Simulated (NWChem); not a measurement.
CH5ClO2Si; SMILES OC[Si@@H](O)Cl

```xyz
10

O      0.4977    -2.2495    -0.0820
C     -0.5988    -1.4768     0.3426
Si    -0.5344     0.2584    -0.3921
O     -1.6541     1.3061     0.2255
Cl     1.4074     0.8875     0.0640
H      1.3007    -1.7584     0.1342
H     -0.6866    -1.4229     1.4492
H     -1.5170    -1.9794    -0.0068
H     -0.6948     0.2974    -1.8628
H     -1.6443     1.4828     1.1710
```
Atoms are numbered in this order, from 1.

All runs: NWChem. Pople sets run with spherical d functions. Structure relaxed at the PBE0/def2-SVP level. Absolute isotropic GIAO shieldings of the H sites, static isolated molecule.

| row | σ, B3LYP/6-31G* (ppm) | σ, BHandHLYP/pcSseg-1 (ppm) |
|---|---|---|
| H9 | 26.81 | 26.52 |
| H8 | 28.74 | 28.07 |
| H7 | 29.16 | 28.46 |
| H10 | 30.62 | withheld |
| H6 | 32.48 | 31.19 |

**Question.** Fit a straight line of the last column on the one before it, predict the withheld value, and compare with the run.

**Answer.** 
1. Means of the 4 shown rows: x = 29.297, y = 28.560. Slope Σ(x − x̄)(y − ȳ)/Σ(x − x̄)² = 13.73/16.65 = 0.8249; intercept 4.392.
2. The shown rows scatter about the line by 0.018 (root mean square); the largest residual is -0.03, at H8.
3. At x = 30.62 (H10; inside the shown range) the line gives 29.65.
4. The run gives 29.61, -0.04 from the line.
